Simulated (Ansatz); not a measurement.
Reaction (formal exchange of groups at the Al–Cl bond): `[NH2][AlH][Cl]` + `CC(=O)O[SiH3]` → `[NH2][AlH][C](=O)O[SiH3]` + `CCl`

Calculated with Ansatz (gas phase, PBE0-D4/def2-TZVP geometries, no zero-point term in ΔE). CCSD(T)/CBS adds triple-zeta CCSD(T) − MP2 to the extrapolated MP2 energy (def2 sets, frozen cores). This one scheme is used for every species. Functionals use def2-TZVPP. B3LYP here is the variant with VWN-RPA as its local correlation; programs differ in this. One conformer a species, not always the lowest.

`[NH2][AlH][Cl]`:

Z-matrix (Å, degrees):
```
N
Al 1 1.756
H 1 1.007 2 125.0
H 1 1.007 2 124.3 3 180.0
Cl 2 2.098 1 117.5 3 0.0
H 2 1.570 1 121.9 3 -180.0
```

`CC(=O)O[SiH3]`:

```xyz
11

C    -1.572    0.174    1.164
C    -0.199    0.252    0.581
O     0.749    0.790    1.092
O    -0.102   -0.353   -0.612
Si    1.423   -0.313   -1.348
H    -2.289    0.625    0.475
H    -1.599    0.685    2.123
H    -1.858   -0.873    1.285
H     1.191   -1.048   -2.612
H     1.833    1.080   -1.629
H     2.423   -1.020   -0.518
```

`[NH2][AlH][C](=O)O[SiH3]`:

```xyz
12

N     0.344   -1.616   -2.153
Al    1.434   -0.488   -1.358
C     0.664    0.475    0.232
O     1.257    1.287    0.903
O    -0.619    0.157    0.529
Si   -1.310    0.954    1.859
H     0.558   -2.180   -2.959
H    -0.602   -1.781   -1.846
H     2.910   -0.242   -1.847
H    -2.679    0.389    1.900
H    -0.589    0.629    3.110
H    -1.369    2.415    1.631
```

`CCl`:

Cartesian coordinates in Å:
```
C 0.128 -0.066 -0.025
Cl -1.425 0.732 0.284
H 0.509 -0.460 0.913
H 0.819 0.667 -0.435
H -0.032 -0.873 -0.737
```

Question: Is it downhill or uphill in electronic energy at CCSD(T)/CBS, and by how much? (Best estimate.)

Answer: Ansatz gave: Uphill: ΔE = +224.9 kJ/mol.

Question: What do these levels give: r2SCAN-D4, PBE0-D4, ωB97M-V, B2PLYP, PBE0, B3LYP, MP2/def2-TZVPP, CCSD/def2-TZVPP, CCSD(T)/def2-TZVPP, HF/def2-QZVPP, MP2/def2-QZVPP, MP2/CBS(def2)? (Best estimate.)

Answer: The calculation gave: r2SCAN-D4 229.5, PBE0-D4 225.0, ωB97M-V 224.8, B2PLYP 223.2, PBE0 225.6, B3LYP 219.3, MP2/def2-TZVPP 230.4, CCSD/def2-TZVPP 228.6, CCSD(T)/def2-TZVPP 224.1, HF/def2-QZVPP 246.2, MP2/def2-QZVPP 230.9, MP2/CBS(def2) 231.3 kJ/mol.

Largest T1 diagnostic among the species: 0.016.

From PBE to PBE0 (25 % exact exchange), in def2-TZVPP and without D4, ΔE moves by +14.4 kJ/mol. In def2-TZVPP, CCSD(T) changes the Hartree–Fock value by −22.3 kJ/mol (the triples alone add −4.5 kJ/mol) and MP2 by −16.0 kJ/mol.
